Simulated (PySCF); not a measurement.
PySCF input (BP86/def2-TZVPD):

```python
from pyscf import gto, scf, dft

mol = gto.M(
    atom='''
    Si   -0.00000000   -0.00000000   -1.12900654
    Si    0.00000000    0.00000000    0.95341659
    H     0.00000000    0.00000000    2.45825928
    ''',
    basis='def2-tzvpd',
    charge=-1,
    spin=0,
    verbose=4,
)

mf = dft.RKS(mol, xc='bp86').density_fit(auxbasis='def2-universal-jkfit')
mf.grids.level = 3
mf.conv_tol = 1e-9
mf.max_cycle = 100
mf.max_memory = 1500
mf.kernel()
if not mf.converged:
    mf = mf.newton()
    mf.kernel(mf.make_rdm1())
mf.analyze()
```

Output:

```
PySCF version 2.14.0

[INPUT] verbose = 4
[INPUT] num. atoms = 3
[INPUT] num. electrons = 30
[INPUT] charge = -1
[INPUT] spin (= nelec alpha-beta = 2S) = 0
[INPUT] symmetry False subgroup None
[INPUT] Mole.unit = angstrom
[INPUT] Symbol           X                Y                Z      unit          X                Y                Z       unit  Magmom
[INPUT]  1 Si     0.000000000000   0.000000000000  -1.129006540000 AA    0.000000000000   0.000000000000  -2.133513153443 Bohr   0.0
[INPUT]  2 Si     0.000000000000   0.000000000000   0.953416590000 AA    0.000000000000   0.000000000000   1.801696237717 Bohr   0.0
[INPUT]  3 H      0.000000000000   0.000000000000   2.458259280000 AA    0.000000000000   0.000000000000   4.645436782370 Bohr   0.0

nuclear repulsion = 56.795062355259
number of shells = 35
number of NR pGTOs = 149
number of NR cGTOs = 95
basis = def2-tzvpd
ecp = {}

******** <class 'pyscf.df.df_jk.DFRKS'> ********
method = DFRKS
initial guess = minao
damping factor = 0
level_shift factor = 0
DIIS = <class 'pyscf.scf.diis.CDIIS'>
diis_start_cycle = 1
diis_space = 8
diis_damp = 0
SCF conv_tol = 1e-09
SCF conv_tol_grad = None
SCF max_cycles = 100
direct_scf = False
XC library pyscf.dft.libxc version 7.1.2
    S. Lehtola, C. Steigemann, M. J. T. Oliveira, and M. A. L. Marques,  SoftwareX 7, 1–5 (2018)
XC functionals = bp86
    A. D. Becke,  Phys. Rev. A 38, 3098 (1988)
    J. P. Perdew,  Phys. Rev. B 33, 8822 (1986)
    J. P. Perdew,  Phys. Rev. B 34, 7406–7406 (1986)
radial grids:
    Treutler-Ahlrichs [JCP 102, 346 (1995); DOI:10.1063/1.469408] (M4) radial grids

becke partition: Becke, JCP 88, 2547 (1988); DOI:10.1063/1.454033
pruning grids: <function nwchem_prune>
grids dens level: 3
symmetrized grids: False
atomic radii adjust function: <function treutler_atomic_radii_adjust>
small_rho_cutoff = 0
Set gradient conv threshold to 3.16228e-05
Initial guess from minao.
tot grids = 48168
init E= -579.586611365349
  HOMO = -0.212044169929829  LUMO = -0.093218745775239  gap/eV = 3.23340
cycle= 1 E= -579.548635196187  delta_E= 0.038  |g|= 0.351  |ddm|= 1.57
  HOMO = 0.0828457966455792  LUMO = 0.14412987514331  gap/eV = 1.66762
cycle= 2 E= -579.353992117726  delta_E= 0.195  |g|= 0.716  |ddm|= 1.53
  HOMO = 0.0266998793702919  LUMO = 0.120135019782792  gap/eV = 2.54250
cycle= 3 E= -579.483451275383  delta_E= -0.129  |g|= 0.493  |ddm|= 1.09
  HOMO = 0.0163390890882173  LUMO = 0.111484258080563  gap/eV = 2.58903
cycle= 4 E= -579.608708279653  delta_E= -0.125  |g|= 0.0942  |ddm|= 0.573
  HOMO = 0.0147228803674239  LUMO = 0.107838800734703  gap/eV = 2.53381
cycle= 5 E= -579.612106805057  delta_E= -0.0034  |g|= 0.0172  |ddm|= 0.108
  HOMO = 0.0136530460955618  LUMO = 0.106701991424147  gap/eV = 2.53199
cycle= 6 E= -579.612261806664  delta_E= -0.000155  |g|= 0.00228  |ddm|= 0.0251
  HOMO = 0.0133435243504471  LUMO = 0.106435047856878  gap/eV = 2.53315
cycle= 7 E= -579.612262969277  delta_E= -1.16e-06  |g|= 0.000749  |ddm|= 0.00445
  HOMO = 0.0132877681340015  LUMO = 0.106377423617479  gap/eV = 2.53310
cycle= 8 E= -579.612263280841  delta_E= -3.12e-07  |g|= 8.52e-05  |ddm|= 0.00111
  HOMO = 0.0132883068533435  LUMO = 0.106377694580122  gap/eV = 2.53309
cycle= 9 E= -579.612263285165  delta_E= -4.32e-09  |g|= 1.47e-05  |ddm|= 0.000157
  HOMO = 0.0132886411814006  LUMO = 0.106377971147646  gap/eV = 2.53309
cycle= 10 E= -579.612263285275  delta_E= -1.1e-10  |g|= 2.29e-06  |ddm|= 2.21e-05
  HOMO = 0.0132881638836373  LUMO = 0.106377514816067  gap/eV = 2.53309
Extra cycle  E= -579.612263285258  delta_E= 1.66e-11  |g|= 6.42e-06  |ddm|= 9.74e-06
converged SCF energy = -579.612263285258
**** SCF Summaries ****
Total Energy =                        -579.612263285257995
Nuclear Repulsion Energy =              56.795062355258963
One-electron Energy =                 -922.367091314779145
Two-electron Energy =                  285.959765674262144
Two-electron Coulomb Energy =          328.284013371371543
DFT Exchange-Correlation Energy =      -42.324247697109378
HOMO-LUMO gap [eV] =                     2.533090262573600
**** MO energy ****
MO #1   energy= -65.2426562927327  occ= 2
MO #2   energy= -65.2361881740626  occ= 2
MO #3   energy= -4.8460393909614   occ= 2
MO #4   energy= -4.84547463044158  occ= 2
MO #5   energy= -3.25647327162067  occ= 2
MO #6   energy= -3.25647327162066  occ= 2
MO #7   energy= -3.25597998119242  occ= 2
MO #8   energy= -3.25571702767768  occ= 2
MO #9   energy= -3.25571702767766  occ= 2
MO #10  energy= -3.25326751614783  occ= 2
MO #11  energy= -0.274184572780531 occ= 2
MO #12  energy= -0.18857055857017  occ= 2
MO #13  energy= -0.0429556676111851 occ= 2
MO #14  energy= 0.0132881638836256 occ= 2
MO #15  energy= 0.0132881638836373 occ= 2
MO #16  energy= 0.106377514816067  occ= 0
MO #17  energy= 0.10637751481608   occ= 0
MO #18  energy= 0.117897142397847  occ= 0
MO #19  energy= 0.140582220088662  occ= 0
MO #20  energy= 0.175184820033634  occ= 0
MO #21  energy= 0.1974309578769    occ= 0
MO #22  energy= 0.210448325945267  occ= 0
MO #23  energy= 0.210448340112898  occ= 0
MO #24  energy= 0.231830433360804  occ= 0
MO #25  energy= 0.231830433360811  occ= 0
MO #26  energy= 0.241862932806339  occ= 0
MO #27  energy= 0.241862932806355  occ= 0
MO #28  energy= 0.270665200092742  occ= 0
MO #29  energy= 0.270665219006037  occ= 0
MO #30  energy= 0.281444032504357  occ= 0
MO #31  energy= 0.333891513379633  occ= 0
MO #32  energy= 0.33389151337964   occ= 0
MO #33  energy= 0.339893989946476  occ= 0
MO #34  energy= 0.366887300806443  occ= 0
MO #35  energy= 0.395177301923039  occ= 0
MO #36  energy= 0.395177301923045  occ= 0
MO #37  energy= 0.410935970289732  occ= 0
MO #38  energy= 0.447117183708281  occ= 0
MO #39  energy= 0.447117248635274  occ= 0
MO #40  energy= 0.45655444918376   occ= 0
MO #41  energy= 0.456554449183766  occ= 0
MO #42  energy= 0.49458219182279   occ= 0
MO #43  energy= 0.525471517950037  occ= 0
MO #44  energy= 0.525471517950086  occ= 0
MO #45  energy= 0.531405710343424  occ= 0
MO #46  energy= 0.531405754032215  occ= 0
MO #47  energy= 0.55197169783043   occ= 0
MO #48  energy= 0.674999182063865  occ= 0
MO #49  energy= 0.67499918206388   occ= 0
MO #50  energy= 0.677353596823544  occ= 0
MO #51  energy= 0.744933456993197  occ= 0
MO #52  energy= 0.752572301890788  occ= 0
MO #53  energy= 0.980801677163145  occ= 0
MO #54  energy= 1.06515793024203   occ= 0
MO #55  energy= 1.06515827088462   occ= 0
MO #56  energy= 1.0938870540729    occ= 0
MO #57  energy= 1.09388705407291   occ= 0
MO #58  energy= 1.11713626099547   occ= 0
MO #59  energy= 1.11713626099547   occ= 0
MO #60  energy= 1.17543960100733   occ= 0
MO #61  energy= 1.19993706710263   occ= 0
MO #62  energy= 1.19993781609395   occ= 0
MO #63  energy= 1.2311276569209    occ= 0
MO #64  energy= 1.23112833935392   occ= 0
MO #65  energy= 1.23273436393574   occ= 0
MO #66  energy= 1.23273436393575   occ= 0
MO #67  energy= 1.26147931992356   occ= 0
MO #68  energy= 1.26147931992357   occ= 0
MO #69  energy= 1.31474429497739   occ= 0
MO #70  energy= 1.34120618040782   occ= 0
MO #71  energy= 1.34120618040783   occ= 0
MO #72  energy= 1.39729013658796   occ= 0
MO #73  energy= 1.39729013658797   occ= 0
MO #74  energy= 1.4409460050546    occ= 0
MO #75  energy= 1.45372272194678   occ= 0
MO #76  energy= 1.45372355972805   occ= 0
MO #77  energy= 1.49770810031106   occ= 0
MO #78  energy= 1.49770810031107   occ= 0
MO #79  energy= 1.69576085298716   occ= 0
MO #80  energy= 1.73246499132122   occ= 0
MO #81  energy= 1.73246499132123   occ= 0
MO #82  energy= 1.85011298237386   occ= 0
MO #83  energy= 2.09816724480331   occ= 0
MO #84  energy= 2.22625170976609   occ= 0
MO #85  energy= 2.2262517097661    occ= 0
MO #86  energy= 2.93855140761143   occ= 0
MO #87  energy= 3.04555565102863   occ= 0
MO #88  energy= 6.07830386833847   occ= 0
MO #89  energy= 6.07830386833849   occ= 0
MO #90  energy= 6.23852157518892   occ= 0
MO #91  energy= 6.23852157518893   occ= 0
MO #92  energy= 6.34499819063877   occ= 0
MO #93  energy= 6.58709921715552   occ= 0
MO #94  energy= 9.78825269145317   occ= 0
MO #95  energy= 10.6457793805249   occ= 0
 ** Mulliken pop on meta-lowdin orthogonal AOs  **
 ** Mulliken pop  **
pop of  0 Si 1s           1.99998
pop of  0 Si 2s           1.99956
pop of  0 Si 3s           1.70307
pop of  0 Si 4s           0.01525
pop of  0 Si 5s           0.00056
pop of  0 Si 6s           0.00016
pop of  0 Si 2px          1.99977
pop of  0 Si 2py          1.99977
pop of  0 Si 2pz          1.99977
pop of  0 Si 3px          0.88488
pop of  0 Si 3py          0.88488
pop of  0 Si 3pz          0.98079
pop of  0 Si 4px          0.00401
pop of  0 Si 4py          0.00401
pop of  0 Si 4pz          0.00427
pop of  0 Si 5px          0.00101
pop of  0 Si 5py          0.00101
pop of  0 Si 5pz          0.00148
pop of  0 Si 6px          0.00011
pop of  0 Si 6py          0.00011
pop of  0 Si 6pz          0.00015
pop of  0 Si 3dxy         0.00000
pop of  0 Si 3dyz         0.00299
pop of  0 Si 3dz^2        0.00681
pop of  0 Si 3dxz         0.00299
pop of  0 Si 3dx2-y2      0.00000
pop of  0 Si 4dxy         0.00000
pop of  0 Si 4dyz         0.00027
pop of  0 Si 4dz^2        0.00018
pop of  0 Si 4dxz         0.00027
pop of  0 Si 4dx2-y2      0.00000
pop of  0 Si 5dxy         0.00000
pop of  0 Si 5dyz         0.00017
pop of  0 Si 5dz^2        0.00014
pop of  0 Si 5dxz         0.00017
pop of  0 Si 5dx2-y2      0.00000
pop of  0 Si 4f-3         0.00000
pop of  0 Si 4f-2         0.00000
pop of  0 Si 4f-1         0.00006
pop of  0 Si 4f+0         0.00063
pop of  0 Si 4f+1         0.00006
pop of  0 Si 4f+2         0.00000
pop of  0 Si 4f+3         0.00000
pop of  1 Si 1s           1.99998
pop of  1 Si 2s           1.99957
pop of  1 Si 3s           1.26381
pop of  1 Si 4s           0.00350
pop of  1 Si 5s           0.00161
pop of  1 Si 6s           0.00086
pop of  1 Si 2px          1.99977
pop of  1 Si 2py          1.99977
pop of  1 Si 2pz          1.99976
pop of  1 Si 3px          1.09626
pop of  1 Si 3py          1.09626
pop of  1 Si 3pz          0.92969
pop of  1 Si 4px          0.00638
pop of  1 Si 4py          0.00638
pop of  1 Si 4pz          0.00537
pop of  1 Si 5px          0.00088
pop of  1 Si 5py          0.00088
pop of  1 Si 5pz          0.00021
pop of  1 Si 6px          0.00012
pop of  1 Si 6py          0.00012
pop of  1 Si 6pz          0.00008
pop of  1 Si 3dxy         0.00000
pop of  1 Si 3dyz         0.00089
pop of  1 Si 3dz^2        0.00454
pop of  1 Si 3dxz         0.00089
pop of  1 Si 3dx2-y2      0.00000
pop of  1 Si 4dxy         0.00000
pop of  1 Si 4dyz         0.00066
pop of  1 Si 4dz^2        0.00165
pop of  1 Si 4dxz         0.00066
pop of  1 Si 4dx2-y2      0.00000
pop of  1 Si 5dxy         0.00000
pop of  1 Si 5dyz         0.00001
pop of  1 Si 5dz^2        0.00186
pop of  1 Si 5dxz         0.00001
pop of  1 Si 5dx2-y2      0.00000
pop of  1 Si 4f-3         0.00000
pop of  1 Si 4f-2         0.00000
pop of  1 Si 4f-1         0.00079
pop of  1 Si 4f+0         0.00262
pop of  1 Si 4f+1         0.00079
pop of  1 Si 4f+2         0.00000
pop of  1 Si 4f+3         0.00000
pop of  2 H 1s            1.06642
pop of  2 H 2s            0.00217
pop of  2 H 3s            0.00078
pop of  2 H 2px           0.00057
pop of  2 H 2py           0.00057
pop of  2 H 2pz           0.00148
pop of  2 H 3px           0.00043
pop of  2 H 3py           0.00043
pop of  2 H 3pz           0.00124
 ** Mulliken atomic charges  **
charge of    0Si =     -0.49931
charge of    1Si =     -0.42661
charge of    2H =     -0.07408

WARN: System has nonzero charge -1; the dipole moment is origin-dependent.
Location of origin: [0. 0. 0.]

Dipole moment(X, Y, Z, Debye):  0.00000, -0.00000,  0.92963
```

It need not be the lowest isomer of its formula. Whether it binds its extra electron was not tested at this geometry.
